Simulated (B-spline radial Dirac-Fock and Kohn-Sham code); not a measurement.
## 5p3/2 photoionisation of Er near threshold

System: neutral erbium, [Xe] 4f12 6s2. The computed 5p3/2 threshold is 28.95 eV; without correlation, outer thresholds are uncertain by 1 to 2 eV. With an open shell the threshold is an average over the terms of the final ion.

Method: Dirac-Hartree-Slater photoionisation with all multipoles and Dirac-Fock thresholds. Computed with a radial atomic solver. Interchannel coupling and autoionising resonances are not included, so magnitudes near threshold are approximate.

```
kinetic energy (eV)  σ (Mb)      β
                1.5    19.2   1.34
                1.9    17.8   1.41
                2.3    16.3   1.48
                2.9    14.7   1.56
                3.7    13.0   1.64
                4.6    11.4   1.72
                5.7    9.73   1.79
                7.2    8.13   1.87
                9.0    6.62   1.93
               11.2    5.23   1.97
               14.0    3.99   1.99
               17.5    2.93   1.97
               21.9    2.06   1.89
               27.4    1.39   1.74
               34.2   0.911   1.48
               42.8   0.590   1.11
               53.5   0.386   0.66
               66.9   0.264   0.19
               83.7   0.195  -0.12
              104.7   0.153  -0.20
              130.9   0.125  -0.08
              163.6   0.104   0.16
              204.6  0.0864   0.42
              255.8  0.0710   0.68
              319.9  0.0573   0.90
              400.0  0.0453   1.10
```

The cross section shows no minimum in this range. It is largest at the lowest energy, 19.2 Mb. β ranges from -0.20 (at 104.7 eV) to 1.99.
